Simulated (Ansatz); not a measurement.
A structure relaxed at PBE0-D4/def2-TZVP, charge 0, multiplicity 1:

Cartesian coordinates in Å:
```
C -1.559 -1.748 -1.310
O -0.906 -0.482 -1.246
C -0.201 -0.253 -0.139
O -0.127 -1.045 0.770
C 0.487 1.080 -0.174
C 1.044 1.471 1.184
O 2.027 0.578 1.639
H -2.073 -1.768 -2.268
H -2.272 -1.853 -0.492
H -0.830 -2.557 -1.250
H 1.299 1.011 -0.906
H -0.213 1.830 -0.552
H 1.517 2.453 1.110
H 0.220 1.557 1.906
H 1.586 -0.276 1.729
```

Task: Give its formula and SMILES.

Result: C4H8O3, `COC(=O)CCO`.

Task: Point group (tolerance 0.08 Å, 0.16 Å for H)?

Result: C1.

Task: Summarise the bond lengths by kind.

Result: 4 × C–O 1.207 to 1.426 Å; 7 × C–H 1.087 to 1.099 Å; 2 × C–C 1.501 to 1.519 Å; 1 × H–O 0.965 Å.

Results of the Gaussian-basis code of Ansatz.
